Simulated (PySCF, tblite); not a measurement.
Isomers of C4H10OSSi2, one GFN2-xTB conformer each. Single-point energies are computed at PBE0/pcSseg-1 (PySCF, gas phase, no added dispersion term), electronic only.

```csv
SMILES,GFN2-xTB relative energy (kcal/mol)
CC(=S)[Si@H]1CC[SiH2]O1,0.0
C#C[Si@H](O)SC[SiH2]C,50.2
```

Conformers: `[CH3:1][C:2](=[S:3])[Si@H:4]1[CH2:5][CH2:6][SiH2:7][O:8]1` with C1–C2–Si4–C5 -90°, C2–Si4–C5–C6 143°, Si4–C5–C6–Si7 -30°, C5–C6–Si7–O8 21°, C6–Si7–O8–Si4 -1°; `[CH:1]#[C:2][Si@H:3]([OH:4])[S:5][CH2:6][SiH2:7][CH3:8]` with C2–Si3–O4–H -83°, C2–Si3–S5–C6 -56°, Si3–S5–C6–Si7 -178°, S5–C6–Si7–C8 -65°.

Q: What does PBE0/pcSseg-1 give for the same structures?

A: 
```csv
SMILES,PBE0/pcSseg-1 E (Eh),PBE0/pcSseg-1 (kcal/mol),GFN2-xTB (kcal/mol),point group
CC(=S)[Si@H]1CC[SiH2]O1,-1210.19235,0.0,0.0,C1
C#C[Si@H](O)SC[SiH2]C,-1210.13723,34.6,50.2,C1
```

Both levels put the same isomer lowest. As drawn, the lower has a C=S bond, which the higher lacks; the higher has a C≡C bond and an O–H bond, which the lower lacks.

Q: Which frontier levels, dipoles and rotational constants go with these structures?

A: 
| SMILES | HOMO (eV, PBE0/pcSseg-1) | LUMO (eV) | dipole (D) | A, B, C (MHz) |
| --- | --- | --- | --- | --- |
| CC(=S)[Si@H]1CC[SiH2]O1 | -6.30 | -2.38 | 2.81 | 2657, 689.9, 611.2 |
| C#C[Si@H](O)SC[SiH2]C | -6.94 | -0.65 | 2.00 | 1990, 577.8, 504.7 |

Q: What happens when harmonic zero-point energies from GFN2-xTB frequencies are added?

A: 
```json
{"SMILES": "CC(=S)[Si@H]1CC[SiH2]O1", "ZPE (kcal/mol)": "80.5", "electronic (kcal/mol)": "0.0", "with ZPE (kcal/mol)": "0.0"}
{"SMILES": "C#C[Si@H](O)SC[SiH2]C", "ZPE (kcal/mol)": "76.7", "electronic (kcal/mol)": "34.6", "with ZPE (kcal/mol)": "30.8"}
```

The zero-point energies span 3.8 kcal/mol. The order is unchanged.
